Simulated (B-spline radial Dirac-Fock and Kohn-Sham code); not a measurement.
Ti⁺ 2p1/2: cross section and angular parameters

System: Ti⁺, configuration [Ar] 3d2 4s1; threshold 478.5 eV (orbital energy of the model). Level of theory: Dirac-Hartree-Slater photoionisation with a Latter tail; cross sections with all multipoles, angular parameters from the dipole term and its interference with E2; an atomic code on a B-spline grid.

For linearly polarised light dσ/dΩ = σ/(4π) [1 + β P₂(cos θ) + (δ + γ cos²θ) sin θ cos φ], with θ from the polarisation vector and φ the angle between the beam and the projection of the electron momentum on the plane normal to the polarisation.

| hν (eV) | σ (kb) | β | γ | δ |
| --- | --- | --- | --- | --- |
| 693 | 287 | 1.386 | 0.022 | 0.015 |
| 771 | 221 | 1.432 | 0.078 | 0.017 |
| 800 | 201 | 1.442 | 0.098 | 0.018 |
| 979 | 118 | 1.463 | 0.211 | 0.022 |
| 1030 | 103 | 1.462 | 0.240 | 0.023 |
| 1160 | 74.2 | 1.452 | 0.308 | 0.026 |
| 1460 | 38.7 | 1.408 | 0.440 | 0.033 |
| 1486.9 | 36.7 | 1.403 | 0.451 | 0.033 |
| 2000 | 15.3 | 1.310 | 0.614 | 0.046 |
| 2100 | 13.2 | 1.292 | 0.640 | 0.049 |
| 2120 | 12.8 | 1.289 | 0.645 | 0.050 |
| 2460 | 8.14 | 1.230 | 0.723 | 0.059 |
| 4000 | 1.73 | 1.012 | 0.955 | 0.102 |
| 4720 | 1.01 | 0.934 | 1.028 | 0.121 |
| 6120 | 0.420 | 0.811 | 1.133 | 0.158 |
| 7560 | 0.204 | 0.715 | 1.215 | 0.194 |
| 9030 | ? | ? | ? | ? |
| 9251.7 | 0.101 | 0.627 | 1.290 | 0.233 |
| 15000 | 0.0178 | 0.440 | 1.461 | 0.346 |

Question: Give the values at 9030 eV.

Answer: σ = 0.110 kb, β = 0.637, γ = 1.281, δ = 0.228.

Values without a named source are computed, but for edge energies of neutral atoms, which are taken from tables.
